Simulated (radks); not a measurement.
Neutral zinc inside a hard spherical wall (all orbitals vanish at R), configuration held at [Ar] 3d10 4s2 and not refilled when levels cross. Method: scalar-relativistic Kohn-Sham, PBE, spin-polarised, spherical densities, finite nucleus; Fermi nuclear charge, rms radius 3.9283 fm; computed with a radial shooting solver on a logarithmic mesh with Libxc functionals. Eigenvalues in eV for spin up, with the zero of energy where the potential of the charges vanishes at infinity; a dash marks a level that is unbound or too diffuse for the functional's potential to be trusted. A positive occupied level is held by the wall or, in an anion where self-interaction has pushed it up, behind a barrier. The pressure on the wall is -dE/dV.

| R (bohr) | E (hartree) | kinetic (hartree) | e(3s) | e(3p) | e(3d) | e(4s) | e(4p, empty) | e(5s, empty) | pressure (GPa) |
|---|---|---|---|---|---|---|---|---|---|
| free | -1796.00997 | 1824.587 | -129.23 | -83.403 | -10.141 | -5.979 | -1.116 | - | 0 |
| 20 | -1796.00997 | 1824.587 | -129.23 | -83.403 | -10.141 | -5.979 | -1.115 | - | < 0.0001 |
| 15 | -1796.00997 | 1824.587 | -129.23 | -83.403 | -10.140 | -5.979 | -1.111 | 0.269 | < 0.0001 |
| 12 | -1796.00996 | 1824.587 | -129.23 | -83.401 | -10.139 | -5.978 | -1.086 | 0.689 | 0.000178 |
| 7 | -1796.00487 | 1824.626 | -128.96 | -83.129 | -9.872 | -5.730 | -0.320 | 5.523 | 0.303 |
| 6 | -1795.99230 | 1824.700 | -128.54 | -82.712 | -9.464 | -5.308 | 0.531 | 9.471 | 1.43 |
| 3.5 | -1795.54506 | 1826.491 | -122.55 | -76.759 | -3.719 | 2.874 | 12.441 | 52.676 | 130 |
| 2.5 | -1793.68030 | 1832.835 | -109.83 | -64.276 | 8.850 | 26.762 | 41.801 | 141.46 | 1590 |
| 1.5 | -1774.61764 | 1892.464 | -50.995 | -4.124 | 75.815 | 198.87 | 224.90 | 590.79 | 61800 |
